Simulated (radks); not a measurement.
Charge is removed step by step from the 3s down level of Si+, starting from [Ne] 3s(up 1, down 1) 3p1. All-electron calculation, non-relativistic Kohn-Sham, r2SCAN, spin-polarised, spherical densities, point nucleus; open shells are filled with parallel spins first; meta-GGA in the generalised Kohn-Sham scheme. Program: a radial shooting solver on a logarithmic mesh with Libxc functionals.

| removed (e) | E - E(0) (eV) | eigenvalue (eV) |
|---|---|---|
| 0 | 0.000 | -18.473 |
| 0.1 | 1.888 | -19.285 |
| 0.2 | 3.857 | -20.089 |
| 0.3 | 5.905 | -20.882 |
| 0.4 | 8.033 | -21.658 |
| 0.5 | 10.236 | -22.413 |
| 0.6 | 12.514 | -23.139 |
| 0.7 | 14.863 | -23.831 |
| 0.8 | 17.279 | -24.481 |
| 0.9 | 19.756 | -25.041 |

The mean slope of the eigenvalue, de/dn, is 7.30 eV per electron.
